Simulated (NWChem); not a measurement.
A series in which one site is exchanged, each optimised at PBE0/def2-SVP with NWChem, gas phase unless a solvent is named. Low-valent species are run as closed-shell singlets; no triplet was tried in these runs. Some are not confirmed as minima by frequencies. def2 effective core potentials on Pb; no spin-orbit coupling.

A: [Pb]([F])[Cl] (PbClF; site = F)
B: [Cl][Pb][Br] (PbBrCl; site = Br)
C: [Cl][PbH] (PbHCl; site = H)
D: [Cl][Pb][Cl] (PbCl2; site = Cl)

| quantity | A | B | C | D |
|---|---|---|---|---|
| orbital gap (eV), PBE0/def2-SVP | ___ | 4.65 | 4.02 | 4.92 |
| vertical ionisation energy, ΔSCF, PBE0/def2-SVP (eV) | ___ | 9.89 | 9.19 | 10.14 |
| static polarisability, PBE0/def2-SVPD (bohr³) | ___ | 81.9 | 60.7 | 72.0 |
| lowest singlet excitation, PBE0/def2-SVPD, TDA (eV) | ___ | 3.53 | 2.80 | 3.88 |

Some entries are withheld; supply them.


- orbital gap (eV), PBE0/def2-SVP, A: 5.31
- vertical ionisation energy, ΔSCF, PBE0/def2-SVP (eV), A: 10.52
- static polarisability, PBE0/def2-SVPD (bohr³), A: 54.5
- lowest singlet excitation, PBE0/def2-SVPD, TDA (eV), A: 4.20
